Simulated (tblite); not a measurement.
Compound: C8H7N (charge +1 and doublet state).
Cartesian coordinates in Å at the GFN2-xTB level; atoms count from 1:
```
atom  x, y, z in Å
N1     3.4069    0.4012    0.9604
C2     2.7035    0.0072    0.1583
C3     1.7869   -0.5179   -0.8422
C4     0.3961   -0.3081   -0.4111
C5    -0.6075   -1.2449   -0.2327
C6    -1.7745   -0.5233    0.2091
C7    -1.7002    0.9167   -0.3329
C8    -0.2004    0.9760   -0.0439
C9    -1.2864    0.7098    1.0079
H10    1.9953    0.0460   -1.7627
H11    2.0108   -1.5751   -1.0108
H12   -0.5500   -2.3077   -0.3869
H13   -2.7200   -0.9927    0.4232
H14   -2.3707    1.4968   -0.9302
H15    0.3423    1.9077   -0.0631
H16   -1.4395    1.0172    2.0200
```

Level: GFN2-xTB in tblite, geometry and Hessian alike; calculated harmonic values, unscaled, isolated species. The method is semi-empirical: single wavenumbers can be off by several per cent or more. One conformer, not necessarily the lowest. Open shells enter through the occupations alone, without spin polarisation, and single modes of such species can be off by tens of per cent.

Harmonic wavenumbers (cm⁻¹): 27.8, 81.7, 184.3, 291.1, 301.4, 363.5, 432.4, 551.6, 652.4, 715.8, 742.6, 782.1, 785.7, 807.5, 832.5, 838.1, 878.7, 882.0, 921.4, 942.8, 982.0, 998.3, 1006.4, 1040.1, 1058.0, 1073.1, 1156.9, 1183.8, 1225.0, 1265.4, 1314.5, 1356.9, 1460.3, 1502.6, 2427.6, 2900.5, 2978.0, 3118.4, 3127.7, 3139.6, 3152.0, 3168.8.

A = 4257, B = 1161, C = 1044 MHz; mass 117.058 u (most abundant isotopes); point group C1, symmetry number 1; spin multiplicity 2.

Task: Zero-point energy?

Result: Half the sum of the wavenumbers: 26326 cm⁻¹ = 75.27 kcal/mol.

Task: Give the ideal-gas entropy at 298.15 K and 1 bar in the rigid-rotor, harmonic-oscillator model (classical rotation).

Result: Translation 40.21, rotation 28.52, vibration 20.70, spin (R ln 2) 1.38: S = 90.8 cal/(mol K).

Task: And Cp and H(298.15 K) − H(0)?

Result: Cp = 32.16 cal/(mol K), of which vibrations give 24.21 (their classical limit is 42 R = 83.5); H(298.15 K) − H(0) = 5.59 kcal/mol without the zero-point energy, 3.22 from vibrations.

Task: Blend soft modes into free rotors: weight 1/[1 + (100 cm⁻¹/ν̃)⁴] for the oscillator and the rest for a rotor with moment μB/(μ + B), μ = h/(8π²ν), B = 10⁻⁴⁴ kg m². What vibrational entropy results?

Result: 18.32 cal/(mol K) in place of 20.70, which changes −T·S at 298.15 K by +0.71 kcal/mol.

Task: Which modes carry the vibrational entropy at 298.15 K?

Result: 27.8 cm⁻¹: 5.98; 81.7 cm⁻¹: 3.85; 184.3 cm⁻¹: 2.28; 291.1 cm⁻¹: 1.47; 301.4 cm⁻¹: 1.41; 363.5 cm⁻¹: 1.11 cal/(mol K); the other 36 give 4.60 together.

Task: How do the functions run with temperature in this model?

Result: 
```tsv
T (K)	S (cal/(mol K))	Cp (cal/(mol K))	H − H(0) (kcal/mol)	G − H(0) (kcal/mol)	ln q(vib)
150	74.5	17.9	1.94	-9.23	2.43
250	85.6	27.1	4.16	-17.24	4.13
400	101.7	42.1	9.38	-31.29	6.91
600	121.6	56.1	19.32	-53.67	10.93
900	146.9	68.1	38.12	-94.09	16.90
```

q(vib) and H(0) count from the zero-point level.

Hindered rotation and anharmonicity are outside this model. Other conformers, if any are populated, would add a mixing term that is left out. The structure is chiral; the term R ln 2 for an equal mix with its mirror image is left out.
